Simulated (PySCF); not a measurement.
# Computed properties of C3H9FSi2, SMILES [SiH3][C@H]1[C@@](F)([SiH3])C1

C3H9FSi2, SMILES F[C@]1([SiH3])C[C@H]1[SiH3]. Geometry: r2SCAN-D4/def2-SVP. The structure was generated by enumeration; whether it is a known compound was not checked. The values are those of a single conformer. All values are computed for the isolated molecule unless a solvent is named; none is compared with measurement here.

**Structure.** All 39 harmonic modes at r2SCAN-D4/def2-SVP (PySCF) are real, so it is a minimum. With heavy atoms numbered as in [F:1][C@:2]1([SiH3:3])[CH2:4][C@H:5]1[SiH3:6], the shortest bond between them is F1–C2 at 1.390 Å and the longest C2–Si3 at 1.887 Å.

**Vibrations.** The strongest infrared lines (harmonic, unscaled, degenerate partners summed) lie at 896 cm⁻¹ (166 km/mol, H 87 %), 931 cm⁻¹ (139 km/mol, H 93 %), 2243 cm⁻¹ (111 km/mol, H 96 %). The softest mode is at 73 cm⁻¹ and the zero-point energy is 64.3 kcal/mol.

**Electronic structure.** ωB97X/def2-TZVP (PySCF) places the frontier levels at -10.47 and 2.33 eV, a gap of 12.80 eV, and gives a dipole moment of 1.18 D and a mean polarisability of 86.1 bohr³. PBE/def2-TZVP (PySCF) at the same geometry gives -6.78 and -0.46 eV, so its gap is 6.48 eV narrower. An orbital gap is neither the optical nor the fundamental gap.

**Excitations.** TDA-B3LYP/def2-SVPD (PySCF) has S1 at 7.19 eV (172 nm, f = 0.012, weak); the most intense of the 6 singlets computed lies at 7.49 eV (f = 0.06). T1 (TDA) is at 6.96 eV, 0.23 eV under S1. TDA-PBE/def2-SVPD (PySCF) puts S1 at 6.45 eV. No vertical singlet excitation falls in the visible range (under 3.1 eV).

**NMR.** GIAO shifts at PBE0/pcSseg-1 (PySCF) (non-relativistic, atoms alike by connectivity averaged): ¹³C from 7.0 to 73.8 ppm against TMS; ¹H from 0.7 to 4.4 ppm against TMS; ²⁹Si from -65.9 to -61.3 ppm against TMS; ¹⁹F at -208.2 ppm against CFCl3.
